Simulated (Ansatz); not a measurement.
`CC[SiH2]Br` + `CN[Si](N)(F)F` → `CN[Si](F)(F)NC` + `C[SiH2]Br`  (substitution at a C–C bond)

Computed with Ansatz on PBE0-D4/def2-TZVP structures; ΔE is electronic, products minus reactants. CCSD(T)/CBS adds triple-zeta CCSD(T) − MP2 to the extrapolated MP2 energy (def2 sets, frozen cores). DFT in def2-TZVPP. For Br outer-core shells are correlated without core-valence functions, which leaves a few kJ/mol of doubt a bond. Scalar relativity is left out up to krypton. One conformer a species, not always the lowest.

```csv
species,PBE-D4 energy (Eh)
`CC[SiH2]Br`,-2943.51462
`CN[Si](N)(F)F`,-640.25406
`CN[Si](F)(F)NC`,-679.51379
`C[SiH2]Br`,-2904.24493
```

(1) Work out ΔE.

Largest T1 diagnostic among the species: 0.010.

## Answers

(1) ΔE = (-679.51379) + (-2904.24493) − (-2943.51462) − (-640.25406) = 0.00996 Eh = +6.2 kcal/mol. CCSD(T)/CBS gives +7.3 kcal/mol.

In def2-TZVPP, CCSD(T) changes the Hartree–Fock value by +0.8 kcal/mol (the triples alone add +0.0 kcal/mol) and MP2 by +1.5 kcal/mol.
